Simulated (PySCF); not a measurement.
**Worked example: chemical shift, span and skew from a shielding tensor**

C2H8GaP, SMILES [CH3][Ga]([CH3])[PH2]. Atoms are numbered in the order given.

```xyz
12

Ga    -0.2081     0.0162    -0.2514
C     -1.6422    -1.3451    -0.4291
H     -1.8159    -1.5988    -1.4873
H     -2.5837    -0.9224    -0.0362
H     -1.4241    -2.2669     0.1300
C     -0.0790     1.5568    -1.4976
H      0.5495     1.2667    -2.3579
H      0.3906     2.4326    -1.0245
H     -1.0668     1.8445    -1.8909
P      1.2533    -0.0910     1.5812
H      2.4100     0.3241     0.8521
H      1.5196    -1.4889     1.4517
```
Charge 0, spin multiplicity 1.

Geometry: B3LYP-D3(BJ)/def2-SVP. The structure was generated by enumeration; whether it is a known compound was not checked. The values are those of a single conformer.

GIAO shieldings from KT2/pcSseg-1 in PySCF, non-relativistic, no solvent. The symmetric part of the tensor of P10 has the principal values 528.9, 544.0, 625.3 ppm. The same nucleus in PH3 has σ = 597.6 ppm at this level (PySCF, at its B3LYP-D3(BJ)/def2-TZVP geometry).

Q: Work out the isotropic shielding, the ³¹P shift against PH3, the span and the skew.

A: 
σ(iso) = (σ11 + σ22 + σ33)/3 = 566.1 ppm. δ = σ(ref) − σ(iso) = 597.6 − (566.1) = 31.5 ppm.
Span Ω = σ33 − σ11 = 96.4 ppm. Skew κ = 3(σ(iso) − σ22)/Ω = 0.69. Tumbling in solution averages the tensor to δ; in a static solid the shielding alone would spread this spin-1/2 line over Ω.
